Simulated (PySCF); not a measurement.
Members of one series of related molecules.

All values: PBE0/pcSseg-1 (PySCF) at GFN2-xTB geometries, gas phase, one conformer each.

Task: Rank by dipole moment, lowest first.
A. `[CH3:1]/[C:2]([F:3])=[P:4]\[c:5]1[cH:6][cH:7][n:8][cH:9][cH:10]1` with C2–P4–C5–C6 -122°
B. `C#C/P=C(\C)F`
C. `[CH3:1]/[C:2]([F:3])=[P:4]\[c:5]1[cH:6][cH:7][c:8]([F:9])[cH:10][cH:11]1` with C2–P4–C5–C6 64°
D. `[CH3:1]/[C:2]([F:3])=[P:4]/[C:5]1=[CH:6][CH2:7][CH2:8][CH2:9]1` with C2–P4–C5–C6 -166°, C5–C6–C7–C8 12°, C6–C7–C8–C9 -19°, C7–C8–C9–C5 18°, P4–C5–C9–C8 167°
E. `[CH3:1]/[C:2]([F:3])=[P:4]\[CH2:5][C:6]([CH3:7])([CH3:8])[CH3:9]` with C2–P4–C5–C6 180°
F. `[CH3:1]/[C:2]([F:3])=[P:4]\[c:5]1[cH:6][cH:7][o:8][cH:9]1` with C2–P4–C5–C6 59°

Result: D (0.27 D), A (1.55 D), C (1.80 D), B (2.48 D), F (2.68 D), E (2.87 D).

Task: Rank by HOMO energy, highest first.
A. `CC(C)=PCC(C)(C)C`
B. `C/C(=P/C1=CCCC1)F`
C. `C/C(F)=P\CC(C)(C)C`
D. `C/C(F)=P\CC#N`
E. `C(=P/C#C)(/C)F`
F. `C/C(F)=P\C1=CC=NC=C1`

Result: B (-6.27 eV), A (-6.47 eV), C (-6.68 eV), E (-6.93 eV), F (-7.16 eV), D (-7.40 eV).

Task: Rank by LUMO energy, highest first.
A. `C/C(F)=P/C1=CCCC1`
B. `C/C(F)=P\CC(C)(C)C`
C. `C/C(F)=P\c1ccncc1`
D. `C/C(F)=P\C1=COC=C1`
E. `C/C(F)=P\c1cccnc1`
F. `CC(C)=PCC(C)(C)C`

Result: F (-1.02 eV), B (-1.21 eV), A (-1.36 eV), D (-1.48 eV), E (-1.71 eV), C (-1.83 eV).

All values together:

```json
{"SMILES": "C/C(F)=P\\CC(C)(C)C", "change": "parent", "formula": "C7H14FP", "μ (D)": "2.87", "HOMO (eV)": "-6.68", "LUMO (eV)": "-1.21", "lowest IAO charge (e)": "-0.445 (C)", "highest IAO charge (e)": "+0.274 (P)", "lowest Hirshfeld charge (e)": "-0.123 (C)", "highest Hirshfeld charge (e)": "+0.065 (P)"}
{"SMILES": "C/C(F)=P\\c1cccnc1", "change": "neopentyl replaced by 3-pyridyl", "formula": "C7H7FNP", "μ (D)": "2.36", "HOMO (eV)": "-7.00", "LUMO (eV)": "-1.71", "lowest IAO charge (e)": "-0.446 (C)", "highest IAO charge (e)": "+0.299 (P)", "lowest Hirshfeld charge (e)": "-0.161 (N)", "highest Hirshfeld charge (e)": "+0.058 (H)"}
{"SMILES": "C/C(F)=P/CP(C)C", "change": "neopentyl replaced by CH2PMe2", "formula": "C5H11FP2", "μ (D)": "0.38", "HOMO (eV)": "-6.54", "LUMO (eV)": "-1.26", "lowest IAO charge (e)": "-0.624 (C)", "highest IAO charge (e)": "+0.520 (P)", "lowest Hirshfeld charge (e)": "-0.172 (C)", "highest Hirshfeld charge (e)": "+0.145 (P)"}
{"SMILES": "C/C(F)=P\\c1ccncc1", "change": "neopentyl replaced by 4-pyridyl", "formula": "C7H7FNP", "μ (D)": "1.55", "HOMO (eV)": "-7.16", "LUMO (eV)": "-1.83", "lowest IAO charge (e)": "-0.447 (C)", "highest IAO charge (e)": "+0.302 (P)", "lowest Hirshfeld charge (e)": "-0.161 (N)", "highest Hirshfeld charge (e)": "+0.057 (H)"}
{"SMILES": "C/C(F)=P\\c1ccc(F)cc1", "change": "neopentyl replaced by 4-FC6H4", "formula": "C8H7F2P", "μ (D)": "1.80", "HOMO (eV)": "-6.85", "LUMO (eV)": "-1.57", "lowest IAO charge (e)": "-0.447 (C)", "highest IAO charge (e)": "+0.299 (C)", "lowest Hirshfeld charge (e)": "-0.126 (C)", "highest Hirshfeld charge (e)": "+0.093 (C)"}
{"SMILES": "C/C(F)=P\\CC#N", "change": "neopentyl replaced by CH2CN", "formula": "C4H5FNP", "μ (D)": "3.13", "HOMO (eV)": "-7.40", "LUMO (eV)": "-1.88", "lowest IAO charge (e)": "-0.479 (C)", "highest IAO charge (e)": "+0.303 (P)", "lowest Hirshfeld charge (e)": "-0.226 (N)", "highest Hirshfeld charge (e)": "+0.077 (C)"}
{"SMILES": "C/C(F)=P\\c1ccoc1", "change": "neopentyl replaced by 3-furyl", "formula": "C6H6FOP", "μ (D)": "2.68", "HOMO (eV)": "-6.63", "LUMO (eV)": "-1.48", "lowest IAO charge (e)": "-0.447 (C)", "highest IAO charge (e)": "+0.310 (P)", "lowest Hirshfeld charge (e)": "-0.127 (C)", "highest Hirshfeld charge (e)": "+0.066 (H)"}
{"SMILES": "CC(C)=PCC(C)(C)C", "change": "F replaced by CH3", "formula": "C8H17P", "μ (D)": "1.62", "HOMO (eV)": "-6.47", "LUMO (eV)": "-1.02", "lowest IAO charge (e)": "-0.431 (C)", "highest IAO charge (e)": "+0.269 (P)", "lowest Hirshfeld charge (e)": "-0.124 (C)", "highest Hirshfeld charge (e)": "+0.078 (P)"}
{"SMILES": "C/C(F)=P/C1=CCCC1", "change": "neopentyl replaced by cyclopentenyl", "formula": "C7H10FP", "μ (D)": "0.27", "HOMO (eV)": "-6.27", "LUMO (eV)": "-1.36", "lowest IAO charge (e)": "-0.438 (C)", "highest IAO charge (e)": "+0.291 (P)", "lowest Hirshfeld charge (e)": "-0.128 (C)", "highest Hirshfeld charge (e)": "+0.053 (H)"}
{"SMILES": "C#C/P=C(\\C)F", "change": "neopentyl replaced by ethynyl", "formula": "C4H4FP", "μ (D)": "2.48", "HOMO (eV)": "-6.93", "LUMO (eV)": "-1.87", "lowest IAO charge (e)": "-0.447 (C)", "highest IAO charge (e)": "+0.370 (P)", "lowest Hirshfeld charge (e)": "-0.123 (C)", "highest Hirshfeld charge (e)": "+0.098 (H)"}
```

Conformers: `[CH3:1]/[C:2]([F:3])=[P:4]\[CH2:5][C:6]([CH3:7])([CH3:8])[CH3:9]` with C2–P4–C5–C6 180°; `[CH3:1]/[C:2]([F:3])=[P:4]\[c:5]1[cH:6][cH:7][cH:8][n:9][cH:10]1` with C2–P4–C5–C6 121°; `[CH3:1]/[C:2]([F:3])=[P:4]/[CH2:5][P:6]([CH3:7])[CH3:8]` with C2–P4–C5–P6 -68°, P4–C5–P6–C7 -75°; `[CH3:1]/[C:2]([F:3])=[P:4]\[c:5]1[cH:6][cH:7][n:8][cH:9][cH:10]1` with C2–P4–C5–C6 -122°; `[CH3:1]/[C:2]([F:3])=[P:4]\[c:5]1[cH:6][cH:7][c:8]([F:9])[cH:10][cH:11]1` with C2–P4–C5–C6 64°; `[CH3:1]/[C:2]([F:3])=[P:4]\[CH2:5][C:6]#[N:7]` with C2–P4–C5–C6 62°; `[CH3:1]/[C:2]([F:3])=[P:4]\[c:5]1[cH:6][cH:7][o:8][cH:9]1` with C2–P4–C5–C6 59°; `[CH3:1][C:2]([CH3:3])=[P:4][CH2:5][C:6]([CH3:7])([CH3:8])[CH3:9]` with C2–P4–C5–C6 180°; `[CH3:1]/[C:2]([F:3])=[P:4]/[C:5]1=[CH:6][CH2:7][CH2:8][CH2:9]1` with C2–P4–C5–C6 -166°, C5–C6–C7–C8 12°, C6–C7–C8–C9 -19°, C7–C8–C9–C5 18°, P4–C5–C9–C8 167°.

Task: Give the shifts from the parent, `C/C(F)=P\CC(C)(C)C`.

Result: 
| SMILES | change in μ (D) | change in HOMO (eV) | change in LUMO (eV) |
| --- | --- | --- | --- |
| C/C(F)=P\c1cccnc1 | -0.51 | -0.32 | -0.50 |
| C/C(F)=P/CP(C)C | -2.49 | +0.14 | -0.05 |
| C/C(F)=P\c1ccncc1 | -1.32 | -0.48 | -0.62 |
| C/C(F)=P\c1ccc(F)cc1 | -1.07 | -0.17 | -0.36 |
| C/C(F)=P\CC#N | +0.26 | -0.72 | -0.67 |
| C/C(F)=P\c1ccoc1 | -0.19 | +0.05 | -0.27 |
| CC(C)=PCC(C)(C)C | -1.25 | +0.21 | +0.19 |
| C/C(F)=P/C1=CCCC1 | -2.60 | +0.41 | -0.15 |
| C#C/P=C(\C)F | -0.39 | -0.25 | -0.66 |
